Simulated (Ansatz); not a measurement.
Gas-phase electronic energies from Ansatz, PBE0-D4/def2-TZVP geometries. CBS: MP2 limit from def2 TZ/QZ plus the TZ coupled-cluster correction, frozen cores. This one scheme is used for every species. Functionals use def2-TZVPP. B3LYP here is the variant with VWN-RPA as its local correlation; programs differ in this. HSE06 is defined as in plane-wave codes. For Ga outer-core shells are correlated without core-valence functions, which leaves a few kJ/mol of doubt a bond. Scalar relativity is left out up to krypton. Each species was taken in one conformer, which may not be the lowest.

Reaction (β-hydride elimination): `C[CH2][GaH][Cl]` → `[Cl][GaH2]` + ethylene

`C[CH2][GaH][Cl]`:

Cartesian coordinates in Å:
```
C -0.527 -1.233 0.395
C 0.572 -0.226 0.077
Ga -0.053 1.544 -0.496
Cl 1.506 2.967 -0.968
H -0.109 -2.195 0.706
H -1.167 -1.423 -0.470
H -1.175 -0.886 1.203
H 1.232 -0.593 -0.716
H 1.223 -0.061 0.941
H -1.501 2.105 -0.671
```

`[Cl][GaH2]`:

```xyz
4

Cl   -1.922    0.277    0.047
Ga    0.204   -0.029   -0.005
H     0.659   -1.435   -0.494
H     1.059    1.188    0.452
```

`C=C`:

Z-matrix (Å, degrees):
```
C
C 1 1.323
H 1 1.085 2 121.7
H 1 1.085 2 121.7 3 -180.0
H 2 1.085 1 121.7 3 -0.0
H 2 1.085 1 121.7 3 -180.0
```

```
             level  ΔE (kJ/mol)  difference from CCSD(T)/CBS
         revPBE-D4        138.0                         -0.1
           BLYP-D4        118.7                        -19.4
      CAM-B3LYP-D4        133.9                         -4.2
          PBE-QIDH        152.2                         14.1
               PBE        134.6                         -3.5
              PBE0        143.5                          5.4
             B3LYP        114.7                        -23.4
             HSE06        143.7                          5.6
             BHLYP        123.8                        -14.3
RPA@PBE/def2-TZVPP        126.6                        -11.5
       HF/def2-SVP        110.3                        -27.8
     CCSD/def2-SVP        129.2                         -8.9
  CCSD(T)/def2-SVP        129.0                         -9.1
SCS-MP2/def2-TZVPP        133.5                         -4.6
    MP2/def2-QZVPP        149.4                         11.3
    CCSD/CBS(def2)        136.6                         -1.5
       CCSD(T)/CBS        138.1                            0
```

Largest T1 diagnostic among the species: 0.012.

From r2SCAN to r2SCAN0 (25 % exact exchange), in def2-TZVPP and without D4, ΔE moves by +6.2 kJ/mol. In def2-TZVPP, CCSD(T) changes the Hartree–Fock value by +32.9 kJ/mol (the triples alone add +1.6 kJ/mol) and MP2 by +46.7 kJ/mol. The D4 term adds +13.2 kJ/mol with B3LYP and +7.2 kJ/mol with PBE0; it sums over pairs of atoms, weighted by their polarisabilities, and B3LYP, whose exchange is more repulsive, gets the larger term.
